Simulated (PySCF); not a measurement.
Si(H)(SiH3) anion (H4Si2), SMILES [SiH3][SiH] (connectivity only; charge and spin as stated), charge -1, multiplicity 2.

The structure is a stationary point at PBE-D3(BJ)/def2-TZVPD. The spin state was assumed, not searched. The isomer is the one that the SMILES or the coordinates give; other isomers of the formula were not compared.

Level of theory: PBE-D3(BJ)/def2-TZVPD (PySCF).

Frequencies are harmonic and unscaled.

```csv
mode,ν (cm⁻¹),IR (km/mol),moving atoms (share of kinetic energy)
1,180,0.1,H 97 %
2,364,9.2,"H 78 %, Si 22 %"
3,385,6.0,"Si 76 %, H 24 %"
4,402,9.4,"H 88 %, Si 12 %"
5,664,66.9,"H 86 %, Si 14 %"
6,864,334.7,"H 92 %, Si 8 %"
7,906,37.6,H 97 %
8,910,29.9,H 98 %
9,1841,306.8,H 97 %
10,1957,240.8,H 96 %
11,1974,403.4,H 97 %
12,2007,297.9,H 97 %
```
